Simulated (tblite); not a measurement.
CH12AsNSi3.
Numbering: `[SiH3:1][N:2]([SiH3:3])[SiH2:4][CH2:5][AsH2:6]` (hydrogens: H7, H8, H9 on Si1; H10, H11, H12 on Si3; H13, H14 on Si4; H15, H16 on C5; H17, H18 on As6)

Computed with GFN2-xTB (tblite), gas phase: L-BFGS steps from a force-field or distance-geometry start until the largest atomic force falls under 0.01 eV/Å.

Step 4: E = -511.1440 eV
```
atom  x, y, z in Å  |  force x, y, z in eV/Å
Si1    -2.0897   -1.0670   -0.9901   -0.157  -0.062   0.031
N2     -0.6796   -0.1517   -0.5318    0.045  -0.024   0.050
Si3    -0.9930    1.5631   -0.4340   -0.062   0.140   0.065
Si4     0.0782   -0.7955    0.9058   -0.073  -0.005   0.102
C5      1.7839   -0.0718    1.2208    0.069   0.194   0.088
As6     2.9614   -0.4702   -0.2922    0.035  -0.454  -0.024
H7     -2.6694   -0.5441   -2.2138    0.074   0.123  -0.150
H8     -1.7681   -2.4752   -1.1263    0.180  -0.106  -0.025
H9     -3.0286   -0.8935    0.1128   -0.273  -0.105   0.055
H10     0.2233    2.3249   -0.1849    0.169  -0.075  -0.035
H11    -1.9038    1.7266    0.6988   -0.089   0.230   0.093
H12    -1.6472    2.0375   -1.6418    0.012  -0.081  -0.181
H13    -0.8006   -0.4423    2.0268   -0.032  -0.061   0.265
H14     0.1901   -2.2494    0.8205   -0.015  -0.127  -0.147
H15     2.1880   -0.5212    2.1289   -0.014  -0.059  -0.026
H16     1.7409    1.0033    1.3836   -0.017   0.015   0.041
H17     4.0458    0.4673    0.1719    0.097   0.221  -0.080
H18     2.3596    0.5657   -1.1665    0.052   0.235  -0.122
```

Step 5: E = -511.1635 eV
```
atom  x, y, z in Å  |  force x, y, z in eV/Å
Si1    -2.0975   -1.0721   -0.9894   -0.053   0.028  -0.036
N2     -0.6988   -0.1488   -0.5103    0.120  -0.045  -0.009
Si3    -0.9943    1.5702   -0.4313   -0.060   0.041  -0.053
Si4     0.0790   -0.7979    0.9149   -0.159  -0.024  -0.049
C5      1.7820   -0.0697    1.2178    0.138   0.269   0.163
As6     2.9625   -0.4783   -0.2903    0.007  -0.273  -0.073
H7     -2.6632   -0.5378   -2.2179    0.083   0.086  -0.104
H8     -1.7586   -2.4752   -1.1261    0.166  -0.123  -0.034
H9     -3.0336   -0.8988    0.1082   -0.370  -0.113   0.124
H10     0.2295    2.3180   -0.1867    0.184  -0.048  -0.034
H11    -1.9019    1.7352    0.6961   -0.162   0.276   0.178
H12    -1.6459    2.0313   -1.6496    0.043  -0.085  -0.119
H13    -0.7983   -0.4470    2.0315   -0.062  -0.056   0.352
H14     0.1877   -2.2531    0.8116   -0.005  -0.082  -0.125
H15     2.1854   -0.5213    2.1251    0.002  -0.064  -0.009
H16     1.7436    1.0078    1.3892   -0.025  -0.088  -0.012
H17     4.0430    0.4733    0.1604    0.104   0.164  -0.050
H18     2.3704    0.5707   -1.1650    0.050   0.138  -0.110
```

Step 6: E = -511.1898 eV
```
atom  x, y, z in Å  |  force x, y, z in eV/Å
Si1    -2.1094   -1.0786   -0.9890    0.071   0.111  -0.059
N2     -0.7248   -0.1454   -0.4799    0.138  -0.037  -0.104
Si3    -0.9972    1.5809   -0.4284   -0.040  -0.095  -0.130
Si4     0.0776   -0.8018    0.9274   -0.189  -0.019  -0.154
C5      1.7814   -0.0634    1.2160    0.122   0.187   0.164
As6     2.9642   -0.4939   -0.2891   -0.026   0.124  -0.100
H7     -2.6522   -0.5268   -2.2259    0.098   0.022  -0.020
H8     -1.7413   -2.4774   -1.1266    0.117  -0.065  -0.039
H9     -3.0488   -0.9091    0.1042   -0.416  -0.136   0.123
H10     0.2422    2.3069   -0.1900    0.142  -0.040  -0.044
H11    -1.9025    1.7537    0.6961   -0.196   0.320   0.208
H12    -1.6429    2.0203   -1.6634    0.083  -0.086  -0.028
H13    -0.7962   -0.4550    2.0461   -0.055  -0.072   0.395
H14     0.1841   -2.2600    0.7962    0.005   0.015  -0.084
H15     2.1818   -0.5228    2.1198    0.036  -0.059   0.036
H16     1.7471    1.0138    1.3973   -0.023  -0.141  -0.066
H17     4.0407    0.4848    0.1424    0.076   0.020  -0.027
H18     2.3876    0.5801   -1.1646    0.055  -0.048  -0.071
```

Question: Estimate the geometry and energy of step 7. (The exact step hangs on the optimiser's Hessian estimate; all steps are aligned on step 6, rigid shifts and turns removed.)

Answer: E = -511.2102 eV, largest force 0.416 eV/Å
```
atom  x, y, z in Å  |  force x, y, z in eV/Å
Si1    -2.1180   -1.0823   -0.9890    0.098   0.116  -0.006
N2     -0.7424   -0.1433   -0.4594    0.103  -0.013  -0.159
Si3    -1.0001    1.5878   -0.4275   -0.025  -0.145  -0.081
Si4     0.0741   -0.8047    0.9358   -0.149   0.015  -0.120
C5      1.7822   -0.0570    1.2168    0.035   0.008   0.097
As6     2.9650   -0.5042   -0.2897   -0.039   0.407  -0.076
H7     -2.6418   -0.5176   -2.2329    0.105  -0.028   0.049
H8     -1.7255   -2.4802   -1.1278    0.058   0.036  -0.036
H9     -3.0686   -0.9199    0.1029   -0.350  -0.159   0.025
H10     0.2547    2.2972   -0.1936    0.056  -0.062  -0.060
H11    -1.9066    1.7746    0.6996   -0.140   0.323   0.130
H12    -1.6392    2.0102   -1.6752    0.104  -0.081   0.033
H13    -0.7955   -0.4628    2.0650    0.002  -0.103   0.334
H14     0.1814   -2.2652    0.7823    0.009   0.099  -0.050
H15     2.1798   -0.5252    2.1167    0.060  -0.040   0.064
H16     1.7493    1.0177    1.4026   -0.015  -0.113  -0.080
H17     4.0406    0.4944    0.1277    0.048  -0.095  -0.013
H18     2.4019    0.5869   -1.1660    0.040  -0.164  -0.052
```

The energy changes by -0.0204 eV. The first-order estimate −F·Δx gives -0.0275 eV and the mean of the old and new forces, exact on a quadratic surface, -0.0203 eV. The step makes an angle of 64° with the force vector and moves no atom by more than 0.027 Å.

What follows is the cost of the whole relaxation. Hardware: an Arm Neoverse V2 with one thread, no GPU, shared host. Cost: 1.2 s wall.
